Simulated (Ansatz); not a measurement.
Ansatz (a first-principles code) job for Ga(Cl)3 cation (Cl₃Ga), SMILES [Ga]([Cl])([Cl])[Cl] (connectivity only; charge and spin as stated), charge +1, multiplicity 2, B3LYP-D3(BJ)/def2-SVP. 

Ansatz 0.2 input:
```yaml
crystal:
  periodic: [false, false, false]
  atoms:
    - {symbol: Ga, position_ang: [-0.00000000, 0.00000000, 0.00000000]}
    - {symbol: Cl, position_ang: [-2.12615248, 0.00000000, -0.00000000]}
    - {symbol: Cl, position_ang: [1.06307624, 1.84130206, -0.00000000]}
    - {symbol: Cl, position_ang: [1.06307624, -1.84130206, 0.00000000]}
basis:
  gaussian:
    orbitals: def2-SVP
hamiltonian:
  xc: b3lyp
  dispersion: d3bj
total_charge: 1
magnetization: {spin_polarized: true, initial_magnetization: 1}
relax: {f_tol: 0.002, max_steps: 200}
```

Output:

```
WARN ansatz: RAYON_NUM_THREADS=1 ignored (pool sized by the plan → 1); use --threads N
Functional definition: B3LYP
integrals: 0.03 GiB planned
841 factors; integrals over basis functions are off by at most 5.2e-4 eV
mean field: 0.71 GiB planned
mean field evaluation 1: about -89921.2750 eV, gradient 2.2e1 eV
mean field evaluation 2: about -89920.0546 eV, gradient 2.9e1 eV
mean field evaluation 4: about -89923.1056 eV, gradient 3.3e-1 eV
mean field evaluation 8: about -89923.1078 eV, gradient 9.4e-2 eV
mean field evaluation 16: about -89923.1078 eV, gradient 5.5e-5 eV
mean field evaluation 32: about -89922.6937 eV, gradient 2.1e-3 eV
mean field evaluation 64: about -89923.0694 eV, gradient 1.9e0 eV
mean field evaluation 96: about -89922.7905 eV, gradient 6.9e-2 eV
mean field evaluation 128: about -89922.7588 eV, gradient 7.7e-1 eV
mean field -89923.10783236 eV, -3304.6132607677 hartree, gradient 4.0e-6 eV, S^2 0.753530; 12 other end points of the search recorded, 0 dependent functions left out
the calculation of the forces begins
reference -89923.10805574 eV, -3304.6132689767 hartree; 41, 40 occupied and 45, 46 virtual orbitals, 841 factors
relax step   1: F+E_penalty+E_count = -89923.34925637 eV  Δ(F+E_penalty+E_count) = +0.000e0 eV  max|allowed force component| = 3.455e-1 eV/Å  Δτ_max = 0.0000 Å  (538 SCF iters, accepted)
these checks for a lower state are left out or cut short: starts, cluster_reference, orbital_swaps, neighbouring_geometries, increment
integrals: 0.03 GiB planned
841 factors; integrals over basis functions are off by at most 5.0e-4 eV
mean field: 0.71 GiB planned
mean field -89923.12066171 eV, -3304.6137322374 hartree, gradient 1.2e-5 eV, S^2 0.753555; 0 other end points of the search recorded, 0 dependent functions left out
the calculation of the forces begins
reference -89923.12088589 eV, -3304.6137404760 hartree; 41, 40 occupied and 45, 46 virtual orbitals, 841 factors
relax step   2: F+E_penalty+E_count = -89923.35946619 eV  Δ(F+E_penalty+E_count) = -1.021e-2 eV  max|allowed force component| = 4.597e-2 eV/Å  Δτ_max = 0.0176 Å  (35 SCF iters, accepted)
these checks for a lower state are left out or cut short: starts, cluster_reference, orbital_swaps, neighbouring_geometries, increment
integrals: 0.03 GiB planned
841 factors; integrals over basis functions are off by at most 5.0e-4 eV
mean field: 0.71 GiB planned
mean field evaluation 160: about -89923.1213 eV, gradient 1.1e-5 eV
mean field -89923.12125420 eV, -3304.6137540111 hartree, gradient 1.1e-5 eV, S^2 0.753559; 0 other end points of the search recorded, 0 dependent functions left out
the calculation of the forces begins
reference -89923.12147851 eV, -3304.6137622542 hartree; 41, 40 occupied and 45, 46 virtual orbitals, 841 factors
relax step   3: F+E_penalty+E_count = -89923.35965806 eV  Δ(F+E_penalty+E_count) = -1.919e-4 eV  max|allowed force component| = 2.046e-3 eV/Å  Δτ_max = 0.0027 Å  (35 SCF iters, accepted)
these checks for a lower state are left out or cut short: starts, cluster_reference, orbital_swaps, neighbouring_geometries, increment
integrals: 0.03 GiB planned
841 factors; integrals over basis functions are off by at most 5.0e-4 eV
mean field: 0.71 GiB planned
mean field -89923.12127063 eV, -3304.6137546147 hartree, gradient 4.9e-6 eV, S^2 0.753559; 0 other end points of the search recorded, 0 dependent functions left out
the calculation of the forces begins
reference -89923.12149494 eV, -3304.6137628580 hartree; 41, 40 occupied and 45, 46 virtual orbitals, 841 factors
relax step   4: F+E_penalty+E_count = -89923.35965840 eV  Δ(F+E_penalty+E_count) = -3.376e-7 eV  max|allowed force component| = 8.089e-4 eV/Å  Δτ_max = 0.0001 Å  (28 SCF iters, accepted)
these checks for a lower state are left out or cut short: starts, cluster_reference, orbital_swaps, neighbouring_geometries, increment
integrals: 0.03 GiB planned
841 factors; integrals over basis functions are off by at most 5.0e-4 eV
mean field: 0.71 GiB planned
mean field -89923.12127267 eV, -3304.6137546899 hartree, gradient 1.5e-5 eV, S^2 0.753559; 0 other end points of the search recorded, 0 dependent functions left out
the calculation of the forces begins
reference -89923.12149698 eV, -3304.6137629332 hartree; 41, 40 occupied and 45, 46 virtual orbitals, 841 factors
[...]
integrals: 0.03 GiB planned
842 factors; integrals over basis functions are off by at most 4.1e-4 eV
mean field: 0.71 GiB planned
mean field evaluation 288: about -89923.1473 eV, gradient 1.6e-5 eV
mean field -89923.14734682 eV, -3304.6147128971 hartree, gradient 1.6e-5 eV, S^2 0.753427; 0 other end points of the search recorded, 0 dependent functions left out
the calculation of the forces begins
reference -89923.14756979 eV, -3304.6147210911 hartree; 41, 40 occupied and 45, 46 virtual orbitals, 842 factors
relax step  16: F+E_penalty+E_count = -89923.38852597 eV  Δ(F+E_penalty+E_count) = -1.917e-2 eV  max|allowed force component| = 5.479e-1 eV/Å  Δτ_max = 0.1000 Å  (51 SCF iters, accepted)
these checks for a lower state are left out or cut short: starts, cluster_reference, orbital_swaps, neighbouring_geometries, increment
integrals: 0.03 GiB planned
843 factors; integrals over basis functions are off by at most 3.6e-4 eV
mean field: 0.71 GiB planned
mean field -89923.21999683 eV, -3304.6173827356 hartree, gradient 1.2e-5 eV, S^2 0.753965; 0 other end points of the search recorded, 0 dependent functions left out
the calculation of the forces begins
reference -89923.22021873 eV, -3304.6173908905 hartree; 41, 40 occupied and 45, 46 virtual orbitals, 843 factors
relax step  17: F+E_penalty+E_count = -89923.46252202 eV  Δ(F+E_penalty+E_count) = -7.400e-2 eV  max|allowed force component| = 8.476e-1 eV/Å  Δτ_max = 0.1452 Å  (53 SCF iters, accepted)
these checks for a lower state are left out or cut short: starts, cluster_reference, orbital_swaps, neighbouring_geometries, increment
integrals: 0.03 GiB planned
843 factors; integrals over basis functions are off by at most 3.3e-4 eV
mean field: 0.71 GiB planned
mean field -89923.29811485 eV, -3304.6202535202 hartree, gradient 2.5e-5 eV, S^2 0.753592; 0 other end points of the search recorded, 0 dependent functions left out
the calculation of the forces begins
reference -89923.29833565 eV, -3304.6202616342 hartree; 41, 40 occupied and 45, 46 virtual orbitals, 843 factors
relax step  18: F+E_penalty+E_count = -89923.54270678 eV  Δ(F+E_penalty+E_count) = -8.018e-2 eV  max|allowed force component| = 5.032e-1 eV/Å  Δτ_max = 0.1933 Å  (43 SCF iters, accepted)
these checks for a lower state are left out or cut short: starts, cluster_reference, orbital_swaps, neighbouring_geometries, increment
integrals: 0.03 GiB planned
843 factors; integrals over basis functions are off by at most 3.3e-4 eV
mean field: 0.71 GiB planned
mean field -89923.31402468 eV, -3304.6208381954 hartree, gradient 1.4e-5 eV, S^2 0.753538; 0 other end points of the search recorded, 0 dependent functions left out
the calculation of the forces begins
reference -89923.31424567 eV, -3304.6208463167 hartree; 41, 40 occupied and 45, 46 virtual orbitals, 843 factors
relax step  19: F+E_penalty+E_count = -89923.55862723 eV  Δ(F+E_penalty+E_count) = -1.592e-2 eV  max|allowed force component| = 4.779e-1 eV/Å  Δτ_max = 0.0486 Å  (38 SCF iters, accepted)
these checks for a lower state are left out or cut short: starts, cluster_reference, orbital_swaps, neighbouring_geometries, increment
integrals: 0.03 GiB planned
843 factors; integrals over basis functions are off by at most 3.5e-4 eV
mean field: 0.71 GiB planned
mean field evaluation 320: about -89923.3257 eV, gradient 9.7e-6 eV
mean field -89923.32570992 eV, -3304.6212676202 hartree, gradient 9.7e-6 eV, S^2 0.753619; 0 other end points of the search recorded, 0 dependent functions left out
the calculation of the forces begins
reference -89923.32593120 eV, -3304.6212757520 hartree; 41, 40 occupied and 45, 46 virtual orbitals, 843 factors
relax step  20: F+E_penalty+E_count = -89923.56981990 eV  Δ(F+E_penalty+E_count) = -1.119e-2 eV  max|allowed force component| = 8.493e-2 eV/Å  Δτ_max = 0.0466 Å  (34 SCF iters, accepted)
these checks for a lower state are left out or cut short: starts, cluster_reference, orbital_swaps, neighbouring_geometries, increment
integrals: 0.03 GiB planned
843 factors; integrals over basis functions are off by at most 3.5e-4 eV
mean field: 0.71 GiB planned
mean field -89923.32611050 eV, -3304.6212823413 hartree, gradient 2.1e-5 eV, S^2 0.753602; 0 other end points of the search recorded, 0 dependent functions left out
the calculation of the forces begins
reference -89923.32633167 eV, -3304.6212904690 hartree; 41, 40 occupied and 45, 46 virtual orbitals, 843 factors
relax step  21: F+E_penalty+E_count = -89923.57042449 eV  Δ(F+E_penalty+E_count) = -6.046e-4 eV  max|allowed force component| = 1.421e-2 eV/Å  Δτ_max = 0.0124 Å  (38 SCF iters, accepted)
these checks for a lower state are left out or cut short: starts, cluster_reference, orbital_swaps, neighbouring_geometries, increment
integrals: 0.03 GiB planned
843 factors; integrals over basis functions are off by at most 3.4e-4 eV
mean field: 0.71 GiB planned
mean field -89923.32620554 eV, -3304.6212858339 hartree, gradient 3.2e-5 eV, S^2 0.753606; 0 other end points of the search recorded, 0 dependent functions left out
the calculation of the forces begins
reference -89923.32642672 eV, -3304.6212939622 hartree; 41, 40 occupied and 45, 46 virtual orbitals, 843 factors
relax step  22: F+E_penalty+E_count = -89923.57044205 eV  Δ(F+E_penalty+E_count) = -1.756e-5 eV  max|allowed force component| = 3.940e-3 eV/Å  Δτ_max = 0.0015 Å  (26 SCF iters, accepted)
these checks for a lower state are left out or cut short: starts, cluster_reference, orbital_swaps, neighbouring_geometries, increment
integrals: 0.03 GiB planned
843 factors; integrals over basis functions are off by at most 3.4e-4 eV
mean field: 0.71 GiB planned
mean field -89923.32618052 eV, -3304.6212849146 hartree, gradient 3.1e-5 eV, S^2 0.753604; 0 other end points of the search recorded, 0 dependent functions left out
the calculation of the forces begins
reference -89923.32640168 eV, -3304.6212930417 hartree; 41, 40 occupied and 45, 46 virtual orbitals, 843 factors
relax step  23: F+E_penalty+E_count = -89923.57044532 eV  Δ(F+E_penalty+E_count) = -3.274e-6 eV  max|allowed force component| = 2.741e-3 eV/Å  Δτ_max = 0.0020 Å  (28 SCF iters, accepted)
these checks for a lower state are left out or cut short: starts, cluster_reference, orbital_swaps, neighbouring_geometries, increment
integrals: 0.03 GiB planned
843 factors; integrals over basis functions are off by at most 3.4e-4 eV
mean field: 0.71 GiB planned
mean field -89923.32618901 eV, -3304.6212852266 hartree, gradient 2.0e-5 eV, S^2 0.753605; 0 other end points of the search recorded, 0 dependent functions left out
the calculation of the forces begins
reference -89923.32641017 eV, -3304.6212933541 hartree; 41, 40 occupied and 45, 46 virtual orbitals, 843 factors
relax step  24: F+E_penalty+E_count = -89923.57044651 eV  Δ(F+E_penalty+E_count) = -1.188e-6 eV  max|allowed force component| = 1.031e-4 eV/Å  Δτ_max = 0.0006 Å  (25 SCF iters, accepted)
integrals: 0.03 GiB planned
843 factors; integrals over basis functions are off by at most 3.4e-4 eV
mean field: 0.71 GiB planned
mean field evaluation 352: about -89923.3262 eV, gradient 5.7e-2 eV
mean field -89923.32618901 eV, -3304.6212852266 hartree, gradient 2.0e-5 eV, S^2 0.753605; 3 other end points of the search recorded, 0 dependent functions left out
the calculation of the forces begins
reference -89923.32641017 eV, -3304.6212933541 hartree; 41, 40 occupied and 45, 46 virtual orbitals, 843 factors
Total energy: -89923.57066767 eV, -3304.6302696515 hartree
Atom 0 at     0.159792     0.281616    -0.000008 Å, force    -0.000103    -0.000005     0.000019 eV/Å
Atom 1 at    -1.910605    -0.478186     0.000004 Å, force     0.000015     0.000018    -0.000005 eV/Å
Atom 2 at     1.180792     2.081912     0.000004 Å, force     0.000039    -0.000009    -0.000009 eV/Å
Atom 3 at     0.570021    -1.885342     0.000001 Å, force     0.000050    -0.000004    -0.000005 eV/Å
Dipole moment:    -0.075884    -0.133886    -0.000006 e Å
```

Self-consistency was reached.

Cost: very roughly 110 core-seconds.
